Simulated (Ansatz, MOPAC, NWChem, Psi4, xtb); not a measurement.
# InNH2Cl (SMILES [NH2][In][Cl]): the highest harmonic wavenumber at each level's own minimum, rung by rung

The runs start from one conformer, not always the lowest.

InNH2Cl, doublet, SMILES `[NH2][In][Cl]`. Each level relaxes the structure for itself.

Quantity: the highest harmonic wavenumber at each level's own minimum, in cm⁻¹. The values are calculated.

| level | kind | program | value (cm⁻¹) |
| --- | --- | --- | --- |
| AM1 | semi-empirical | MOPAC | 3487 |
| PM3 | semi-empirical | MOPAC | 3569 |
| GFN2-xTB | semi-empirical | xtb | 3362 |
| GFN1-xTB | semi-empirical | xtb | 3447 |
| UHF/STO-3G | Hartree–Fock | Ansatz | 4156 |
| UHF/3-21G | Hartree–Fock | Ansatz | 3791 |
| UPBE/def2-SVP (core potential) | GGA | Ansatz | 3446 |
| UPBE0-D3(BJ)/def2-SVP (core potential) | global hybrid | NWChem | 3608 |
| UPBE0-D4/def2-TZVP (core potential) | global hybrid | Ansatz | 3605 |
| UMP2/def2-SVP (density fitting, core potential, density fitting for correlation) | perturbation theory | Psi4 | 3701 |

All-electron rows without a relativistic Hamiltonian named are non-relativistic, while core potentials hold scalar relativity, so basis and relativity change together. Harmonic and unscaled. The values span 3362 to 4156 cm⁻¹. In the correlated wave-function rows the outer d shell of In is correlated, in sets not made for it.
